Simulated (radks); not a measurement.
Species: Mo III. Configuration: [Kr] 4d4.

Method: scalar-relativistic Kohn-Sham, LDA (Slater exchange, VWN5 correlation), spin-polarised, spherical densities, finite nucleus; open shells are filled with parallel spins first (spin-orbit coupling, left out, can overturn this in heavy ions); Fermi nuclear charge, rms radius 4.4091 fm; computed with a radial shooting solver on a logarithmic mesh with Libxc functionals.

Energy parts (hartree):
| part | energy |
|---|---|
| total | -4043.63466 |
| kinetic | 4168.02138 |
| electron-nucleus | -9722.61252 |
| Hartree | 1629.78115 |
| exchange-correlation | -118.82467 |

Orbitals (lengths in bohr, moments of r in powers of bohr; <r^-3> diverges for s and p1/2):
orbital  occ.  eigenvalue (hartree)  <r^-3>     <r^2>
1s down     1             -728.1101       -  0.001672
1s up       1             -728.1100       -  0.001672
2s up       1             -103.4491       -   0.02792
2s down     1             -103.4325       -   0.02791
2p up       3             -92.62410    2548   0.02195
2p down     3             -92.61118    2548   0.02195
3s up       1             -18.15206       -    0.2117
3s down     1             -18.14011       -    0.2115
3p up       3             -14.60569   424.3    0.2165
3p down     3             -14.59266   424.3    0.2164
3d up       5              -8.81687   56.38    0.2079
3d down     5              -8.79925   56.39    0.2076
4s up       1              -3.07655       -     1.384
4s down     1              -2.98995       -     1.372
4p up       3              -2.12509   61.65     1.731
4p down     3              -2.03176   62.74     1.716
4d up       4              -0.80976   4.402     3.499
4d down     0              -0.71253   4.358     3.669
5s up       0              -0.68300       -     9.150
5s down     0              -0.62050       -     9.953
5p up       0              -0.48567   8.053     12.96
5p down     0              -0.44177   6.693     14.48

The highest occupied level is 4d up at -22.035 eV. The electron density at the nucleus is 9.226e+04 e/bohr^3 (large components only). Spin moment in Bohr magnetons: 4. The density falls to 0.001 e/bohr^3 at r = 3.58 bohr. The spin density at the nucleus is -2.709 e/bohr^3 (1s -0.064, 2s -0.654, 3s 0.093, 4s -2.084).
